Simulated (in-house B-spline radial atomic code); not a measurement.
Results of a calculation; reference values are marked as such.
Stopping and range of 120 keV Co in InAs

The pair potential comes from two frozen, spherical free-atom densities (PBE, B-spline radial code, scalar-relativistic past argon): electrostatics plus the change in Thomas-Fermi kinetic and Dirac exchange energy where they overlap, the recipe behind the universal ZBL potential, which averages such potentials (from solid-state densities) over many pairs. It is written V = (Z1 Z2 e²/r) φ(r/a), with e² = 14.3996 eV·Å and a = 0.46850 Å/(Z1^0.23 + Z2^0.23); ZBL's fit is φ = 0.18175 e^(−3.1998x) + 0.50986 e^(−0.94229x) + 0.28022 e^(−0.4029x) + 0.02817 e^(−0.20162x). Where φ falls below 4e-4 it is continued as an exponential.

The target is taken as amorphous, with density 5.68 g/cm³ (NSM archive of the Ioffe Institute); channelling is ignored. Masses: Co 58.93, In 114.82, As 74.92 u. Nuclear stopping is S_n = 4π a Z1 Z2 e² M1/(M1 + M2) × s_n(ε), with s_n integrated over impact parameters for each pair. Electronic stopping is Lindhard and Scharff's S_e = Z1^(1/6) 8π e² a0 Z1 Z2/(Z1^(2/3) + Z2^(2/3))^(3/2) × v/v0, with a0 = 0.529177 Å and v = v0 at 24.801 keV/u; it misses the oscillations with Z1 seen in experiment, which reach tens of per cent. Compounds add by atom fraction.

| target atom | a (Å) | ε at this energy | s_n, this pair | s_n, ZBL potential |
| --- | --- | --- | --- | --- |
| In | 0.10225 | 0.4256 | 0.3551 | 0.3478 |
| As | 0.10723 | 0.5614 | 0.3555 | 0.3404 |

(1) What are the atom density and the stopping powers at entry?

Along the track:

```csv
E (keV),N S_n (eV/nm),N S_e (eV/nm)
6,666,88.1
18,894,153
36,997,216
60,1030,279
90,1040,341
120,1020,394
```

(2) Estimate the path length and the projected range.

## Answers

(1) N = 5.68 × 0.602214/94.87 = 0.03606 atoms/Å³. For In: S_n = 8303 × 0.3551 = 2948 eV·Å², S_e = 3.4262 × √120000 = 1187 eV·Å². For As: S_n = 7612 × 0.3555 = 2706 eV·Å², S_e = 2.8859 × √120000 = 999.7 eV·Å². Averaged over the target's atoms (half each) and times N × 10 Å/nm, the ion loses N S_n = 1020 eV/nm to recoils and N S_e = 394 eV/nm to electrons; the nuclear share is 72 %.

(2) With continuous slowing down the path is the integral of dE/(N (S_n + S_e)). Trapezoids over the table give 92.6 nm, and the stretch below the first row, with stopping taken as √E, adds 2E/(N S) = 16 nm: 108 nm in all, against 106 nm on a fine grid from 5 eV. Deflections shorten the depth: to first order in the energy passed on, N (S_n + S_e) dR_p/dE = 1 − N S_n (M2/M1) R_p/(2E), summed over the target's atoms, and integrating this on the fine grid gives R_p = 56.8 nm, 0.54 of the path. Lindhard's rule of thumb R/(1 + M2/3M1), with mean M2/M1 = 1.61, gives 68.7 nm. On the ZBL potential the same equation gives 58.5 nm, and the full integral equation, which keeps hard collisions, 63.1 nm.
